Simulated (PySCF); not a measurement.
A geometry optimisation, step by step.

C3H6O2Si.
Bonds: C1–C2 (double), C2–O3, O3–Si4, Si4–O5, O5–C6, C1–C6. Hydrogens: H7 on C1; H8 on C2; H9, H10 on Si4; H11, H12 on C6.

Computed by this run: PBE0-D3(BJ)/def2-SVP geometry optimisation, gas phase in PySCF 2.14.0; density fitting, grid level 1; the optimiser is geomeTRIC in internal coordinates, started from a GFN2-xTB structure with every atom displaced at random (about 0.01 Å). 9 of its 12 geometries are shown. The frame can shift and turn from step to step; on so coarse a grid that alone can change the energy by a few meV, and forces under 0.02 eV/Å are noise.

Step 0: E = -15162.0688 eV, largest atomic force 1.615 eV/Å
```
atom  x, y, z in Å  |  force x, y, z in eV/Å
C1     -1.260   -0.228   -0.153   -0.751   1.075  -0.017
C2     -0.991    1.077   -0.025    0.167  -0.627  -0.041
O3      0.237    1.586    0.117    0.879   0.499   0.111
Si4     1.599    0.600    0.242   -1.454  -0.278   0.646
O5      1.018   -0.939    0.242    0.371  -0.011   0.173
C6     -0.274   -1.303   -0.155    0.504  -1.060   0.420
H7     -2.296   -0.511   -0.277   -0.420  -0.128  -0.042
H8     -1.730    1.858   -0.027   -0.735   0.302  -0.026
H9      2.170    0.816    1.566    0.579   0.245   0.267
H10     2.372    0.867   -0.926    0.997   0.311  -0.829
H11    -0.609   -2.103    0.541    0.019   0.022  -0.264
H12    -0.197   -1.747   -1.153   -0.158  -0.350  -0.399
```

Step 1: E = -15162.2302 eV, largest atomic force 0.350 eV/Å
```
atom  x, y, z in Å  |  force x, y, z in eV/Å
C1     -1.838   -0.471   -0.091    0.172  -0.243   0.001
C2     -1.550    0.826    0.061   -0.037   0.223  -0.003
O3     -0.309    1.357    0.217   -0.165  -0.030   0.024
Si4     1.040    0.359    0.302    0.215   0.106  -0.255
O5      0.469   -1.188    0.302   -0.067  -0.099   0.036
C6     -0.825   -1.584   -0.100   -0.068   0.196  -0.091
H7     -2.885   -0.755   -0.217   -0.010   0.028  -0.001
H8     -2.337    1.590    0.065    0.095  -0.059   0.009
H9      1.802    0.640    1.538   -0.044  -0.044   0.164
H10     1.920    0.655   -0.869   -0.135  -0.059   0.013
H11    -1.159   -2.390    0.574    0.015  -0.037   0.057
H12    -0.774   -2.035   -1.113    0.030   0.018   0.045
```

Step 3: E = -15162.2363 eV, largest atomic force 0.162 eV/Å
```
atom  x, y, z in Å  |  force x, y, z in eV/Å
C1     -1.834   -0.479   -0.095    0.131   0.092   0.022
C2     -1.548    0.821    0.062   -0.116   0.038  -0.008
O3     -0.316    1.361    0.225    0.021  -0.036   0.012
Si4     1.041    0.371    0.292    0.005  -0.032   0.073
O5      0.475   -1.180    0.306   -0.009   0.015   0.024
C6     -0.817   -1.578   -0.099   -0.009  -0.122   0.006
H7     -2.881   -0.761   -0.225    0.024   0.008   0.002
H8     -2.333    1.581    0.070   -0.063   0.030  -0.008
H9      1.781    0.631    1.555   -0.004   0.008  -0.061
H10     1.884    0.656   -0.899    0.021   0.017  -0.022
H11    -1.144   -2.384    0.583    0.007   0.001  -0.023
H12    -0.755   -2.035   -1.106   -0.007  -0.020  -0.017
```

Step 4: E = -15162.2381 eV, largest atomic force 0.027 eV/Å
```
atom  x, y, z in Å  |  force x, y, z in eV/Å
C1     -1.828   -0.477   -0.094   -0.007   0.018   0.001
C2     -1.552    0.824    0.063    0.003  -0.008  -0.011
O3     -0.319    1.361    0.228    0.000   0.007   0.026
Si4     1.040    0.370    0.294   -0.011  -0.008   0.002
O5      0.476   -1.182    0.309   -0.002  -0.005   0.025
C6     -0.814   -1.581   -0.098    0.009  -0.011  -0.008
H7     -2.874   -0.761   -0.227    0.001  -0.003  -0.001
H8     -2.341    1.582    0.069   -0.010   0.002  -0.002
H9      1.785    0.635    1.550    0.006   0.004  -0.015
H10     1.880    0.658   -0.899    0.004   0.004  -0.010
H11    -1.145   -2.387    0.582    0.007   0.001  -0.002
H12    -0.754   -2.038   -1.106    0.000  -0.002  -0.003
```

Step 6: E = -15162.2394 eV, largest atomic force 0.044 eV/Å
```
atom  x, y, z in Å  |  force x, y, z in eV/Å
C1     -1.824   -0.484   -0.098   -0.015  -0.019   0.001
C2     -1.561    0.818    0.069    0.012  -0.005  -0.015
O3     -0.332    1.363    0.249   -0.003  -0.001   0.035
Si4     1.033    0.380    0.294   -0.004   0.005  -0.043
O5      0.481   -1.176    0.322   -0.004   0.010   0.026
C6     -0.804   -1.583   -0.095    0.006   0.015  -0.021
H7     -2.867   -0.775   -0.243   -0.003  -0.004  -0.002
H8     -2.357    1.569    0.071    0.014  -0.007  -0.001
H9      1.799    0.654    1.534    0.009   0.004   0.008
H10     1.852    0.672   -0.915   -0.009  -0.003   0.004
H11    -1.134   -2.391    0.583   -0.001  -0.001   0.006
H12    -0.734   -2.041   -1.102   -0.002   0.006   0.003
```

Step 7: E = -15162.2406 eV, largest atomic force 0.057 eV/Å
```
atom  x, y, z in Å  |  force x, y, z in eV/Å
C1     -1.821   -0.493   -0.102   -0.007  -0.030   0.002
C2     -1.569    0.810    0.075    0.006   0.001  -0.016
O3     -0.346    1.364    0.269   -0.003  -0.009   0.037
Si4     1.027    0.391    0.294    0.006   0.013  -0.056
O5      0.487   -1.169    0.334   -0.010   0.014   0.024
C6     -0.793   -1.585   -0.092    0.002   0.020  -0.023
H7     -2.860   -0.791   -0.258   -0.003  -0.003  -0.003
H8     -2.371    1.555    0.073    0.020  -0.008   0.000
H9      1.811    0.673    1.520    0.008   0.003   0.015
H10     1.825    0.686   -0.929   -0.016  -0.007   0.008
H11    -1.121   -2.395    0.584   -0.003  -0.002   0.007
H12    -0.714   -2.043   -1.098   -0.002   0.008   0.005
```

Step 8: E = -15162.2423 eV, largest atomic force 0.053 eV/Å
```
atom  x, y, z in Å  |  force x, y, z in eV/Å
C1     -1.816   -0.506   -0.106    0.006  -0.027   0.005
C2     -1.580    0.799    0.083   -0.003   0.005  -0.016
O3     -0.367    1.365    0.297   -0.001  -0.012   0.033
Si4     1.018    0.407    0.292    0.015   0.015  -0.049
O5      0.494   -1.159    0.349   -0.015   0.013   0.019
C6     -0.777   -1.587   -0.088    0.001   0.014  -0.019
H7     -2.850   -0.814   -0.277   -0.002   0.000  -0.004
H8     -2.391    1.535    0.077    0.015  -0.005   0.000
H9      1.825    0.701    1.500    0.004   0.002   0.013
H10     1.785    0.707   -0.949   -0.017  -0.008   0.008
H11    -1.103   -2.400    0.585   -0.002  -0.003   0.005
H12    -0.685   -2.044   -1.094   -0.002   0.006   0.004
```

Step 10: E = -15162.2460 eV, largest atomic force 0.022 eV/Å
```
atom  x, y, z in Å  |  force x, y, z in eV/Å
C1     -1.795   -0.546   -0.121   -0.011   0.005   0.004
C2     -1.615    0.761    0.112    0.008  -0.019  -0.006
O3     -0.433    1.362    0.396    0.004   0.021   0.003
Si4     0.984    0.460    0.287   -0.004   0.001   0.005
O5      0.519   -1.122    0.405    0.009  -0.014  -0.001
C6     -0.722   -1.593   -0.074    0.002   0.005   0.002
H7     -2.809   -0.885   -0.347   -0.001   0.000  -0.003
H8     -2.450    1.468    0.089    0.001  -0.001  -0.002
H9      1.868    0.798    1.426    0.001   0.003  -0.002
H10     1.633    0.766   -1.019   -0.004  -0.004  -0.004
H11    -1.040   -2.417    0.591   -0.002   0.002   0.002
H12    -0.586   -2.046   -1.076   -0.002   0.000   0.001
```

Step 11: E = -15162.2461 eV, largest atomic force under 0.02 eV/Å
```
atom  x, y, z in Å  |  force x, y, z in eV/Å
C1     -1.793   -0.549   -0.121   -0.005   0.002   0.002
C2     -1.617    0.758    0.114    0.001  -0.006  -0.004
O3     -0.437    1.362    0.404    0.003   0.010   0.003
Si4     0.981    0.463    0.285   -0.003  -0.002   0.004
O5      0.521   -1.120    0.411    0.007  -0.008   0.000
C6     -0.718   -1.594   -0.070    0.000   0.002   0.001
H7     -2.805   -0.890   -0.353    0.000   0.000  -0.001
H8     -2.454    1.463    0.088   -0.001   0.001  -0.002
H9      1.874    0.807    1.417    0.000   0.001  -0.003
H10     1.616    0.767   -1.027    0.000  -0.002  -0.004
H11    -1.036   -2.417    0.594   -0.001   0.002   0.002
H12    -0.580   -2.047   -1.072   -0.001  -0.001   0.001
```

Task: Summarise the path.

Result: The energy falls by 0.1773 eV from step 0 to step 11; nine tenths of that is first reached at step 1. It falls at every step. The largest force goes from 1.615 to under 0.02 eV/Å. Among the bonds Si4–H10 changes most, from 1.426 to 1.489 Å; the atoms move by 0.147 Å rms after alignment.

The cost below is that of the whole optimisation. Time: 59 s of wall time; peak memory 0.52 GiB. Hardware: one thread of an Arm Neoverse V2, no GPU, shared host with 96 logical CPUs at a one-minute load of 64.
